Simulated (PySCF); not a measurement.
Cl6W, charge +1, doublet, at a GFN2-xTB geometry (such geometries of metal compounds can be far from the true shape) (the multiplicity is a formal guess) (core potentials on W). Base run: DF-CAMB3LYP/def2-SV(P) in PySCF.

Input for PySCF:
```python
from pyscf import gto, scf, dft

mol = gto.Mole()
mol.atom = '''
    W    -0.095870   -0.052543    0.201437
    Cl    1.910165    0.840705   -1.067075
    Cl    0.869052    0.198377    2.145533
    Cl   -0.295857    0.044036   -2.324800
    Cl   -2.104466   -0.875460    0.450235
    Cl   -0.801419    2.056836    0.102828
    Cl    0.839843   -2.035778   -0.183563
'''
mol.basis = 'def2-sv(p)'
mol.ecp = {'W': 'def2-sv(p)'}
mol.charge = 1
mol.spin = 1
mol.verbose = 4
mol.symmetry = True
mol.build()

mf = dft.UKS(mol)
mf.xc = 'camb3lyp'
mf = mf.density_fit(auxbasis='def2-universal-jkfit')
mf.kernel()
mf.analyze()
```

Variants of this job, named by their change:

| change | ΔE vs base (mEh) | point group used | SCF cycles |
|---|---|---|---|
| base | 0.000 | C2 | 13 |
| irrep_nelec = A:(30, 29) B:(28, 28) | 102.3 | C2 | 30 |
| irrep_nelec = A:(28, 29) B:(30, 28) | 90.031 | C2 | 15 |
| symmetry = off | 0.000 | C1 | 12 |

Open shells are given as the SCF converged; they aren't shown to be the lowest states, and a large step between rows can be another state.
